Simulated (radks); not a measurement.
The numbers below are computed, except where a source is named.
Task: Neutral indium, 49 electrons, occupied as [Kr] 4d9 5s2 5p2 (not the ground configuration). Code: a radial shooting solver on a logarithmic mesh with Libxc functionals. Model: Dirac Kohn-Sham, LDA (Slater exchange, Perdew-Wang correlation), spin-unpolarised, spherical densities, point nucleus; open shells fill j = l - 1/2 first.

Spin-orbit splittings of the eigenvalues, e(l+1/2) - e(l-1/2), with zeta = 2 splitting/(2l+1) and mean radii in bohr:

| shell | occ. | splitting (eV) | zeta (eV) | <r> j=l-1/2 | <r> j=l+1/2 |
|---|---|---|---|---|---|
| 2p | 6 | ? | ? | 0.1085 | 0.1138 |
| 3p | 6 | 38.04 | 25.36 | 0.3398 | 0.3509 |
| 3d | 10 | 7.804 | 3.122 | 0.3224 | 0.3260 |
| 4p | 6 | 6.825 | 4.550 | 0.8949 | 0.9249 |
| 4d | 9 | 0.9179 | 0.3671 | 1.137 | 1.152 |
| 5p | 2 | 0.4260 | 0.2840 | 3.196 | 3.349 |

Estimate the 2p splitting.

Result: 210.6 eV (zeta = 140.4 eV).
